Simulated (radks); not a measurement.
The numbers below are computed, except where a source is named.
Yb3+, 67 electrons, occupied as [Kr] 4d10 4f13 5s1 5p6 6s1 (not the ground configuration).

Level of theory: scalar-relativistic Kohn-Sham, BLYP, spin-polarised, spherical densities, finite nucleus; open shells are filled with parallel spins first (spin-orbit coupling, left out, can overturn this in heavy ions); Fermi nuclear charge, rms radius 5.3108 fm (a radial shooting solver on a logarithmic mesh with Libxc functionals).

Energy parts (hartree):
| part | energy |
|---|---|
| total | -14055.0775 |
| kinetic | 15313.4271 |
| electron-nucleus | -34495.1998 |
| Hartree | 5418.9030 |
| exchange-correlation | -292.2078 |

Orbitals (lengths in bohr, moments of r in powers of bohr):
orbital  occ.  eigenvalue (hartree)      <r^2>
1s up       1             -2251.828  0.0005300
1s down     1             -2251.823  0.0005300
2s up       1             -382.8054   0.008211
2s down     1             -382.8015   0.008211
2p up       3             -337.6319   0.006713
2p down     3             -337.6281   0.006713
3s up       1             -87.46991    0.05370
3s down     1             -87.44919    0.05369
3p up       3             -73.84867    0.05421
3p down     3             -73.82787    0.05419
3d up       5             -57.24302    0.04511
3d down     5             -57.22633    0.04509
4s up       1             -18.44308     0.2686
4s down     1             -18.40130     0.2685
4p up       3             -13.96835     0.3052
4p down     3             -13.92657     0.3051
4d up       5              -8.07413     0.3626
4d down     5              -8.03071     0.3621
4f up       7              -1.60725     0.6673
4f down     6              -1.55894     0.6680
5s up       1              -3.41208      1.540
5s down     0              -3.35607      1.548
5p up       3              -2.32933      2.091
5p down     3              -2.27962      2.108
5d up       0              -1.08421      4.313
5d down     0              -1.04617      4.368
6s up       1              -1.00096      8.631
6s down     0              -0.96748      8.739
6p up       0              -0.75493      12.13

The highest occupied level is 6s up at -27.237 eV. The configuration is held as typed, so some empty levels lie below it. The density falls to 0.001 e/bohr^3 at r = 3.86 bohr. Summed over all electrons, <r^2> = 38.38 bohr^2, which gives a Langevin (diamagnetic) susceptibility term of -30.4 x 10^-6 cm^3/mol. Spin moment in Bohr magnetons: 3.

Run on one thread of a shared host, so times are rough (Intel(R) Xeon(R) Platinum 8259CL CPU @ 2.50GHz): 0.44 s of CPU time, 0.44 s wall, 16 iterations on 2259 mesh points.
